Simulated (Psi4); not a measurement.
Psi4 input (wB97X-D/6-311+G**):

```
memory 1500 MB

molecule {
0 1
C    -3.12804200    0.46182700   -0.00699800
C    -1.92620400    0.31765600   -0.56232100
Si   -0.80205300   -1.13094700   -0.24175800
Si    1.14383700   -0.37076300    0.82357500
Cl    1.95581800    1.13535400   -0.36576600
H    -3.54499800   -0.28441700    0.66088300
H    -3.74958700    1.33071900   -0.19614700
H    -1.56430000    1.10431400   -1.21997700
H    -1.49536400   -2.11911400    0.62267900
H    -0.39436500   -1.78717300   -1.50891500
H     0.86211700    0.22102000    2.15115900
H     2.17809400   -1.41932800    0.97880400
symmetry c1
no_reorient
no_com
}

set {
  basis 6-311+G**
  reference rks
  scf_type df
  df_basis_scf def2-universal-jkfit
  dft_radial_points 99
  dft_spherical_points 590
  e_convergence 1e-8
  d_convergence 1e-7
  maxiter 150
}

e = energy('wb97x-d')
print_out(f'\nFINAL {e:.10f} DIPOLE {variable("CURRENT DIPOLE")[0]:.6f} {variable("CURRENT DIPOLE")[1]:.6f} {variable("CURRENT DIPOLE")[2]:.6f}\n')
```

From the output:

```
    One-Electron Energy =               -2185.7529729255638813
    Two-Electron Energy =                 804.4611511904092822
    DFT Exchange-Correlation Energy =     -60.1083743696838937
    Empirical Dispersion Energy =          -0.0051986645672937
    VV10 Nonlocal Energy =                  0.0000000000000000
    Total Energy =                      -1119.6400727041825576

Computation Completed

Properties will be evaluated at   0.000000,   0.000000,   0.000000 [a0]

Properties computed using the SCF density matrix

 Multipole Moments:

 ------------------------------------------------------------------------------------
     Multipole            Electronic (a.u.)      Nuclear  (a.u.)        Total (a.u.)
 ------------------------------------------------------------------------------------

 L = 1.  Multiply by 2.5417464519 to convert [e a0] to [Debye]
 Dipole X            :         -0.6435514            0.0000057           -0.6435457
 Dipole Y            :         -0.3870342           -0.0000057           -0.3870399
 Dipole Z            :          0.3201936           -0.0000227            0.3201709
 Magnitude           :                                                    0.8163702

 ------------------------------------------------------------------------------------

FINAL -1119.6400727042 DIPOLE -0.643546 -0.387040 0.320171

*** Psi4 exiting successfully. Buy a developer a beer!
```

The geometry given is a B3LYP-D3(BJ)/def2-TZVP minimum.
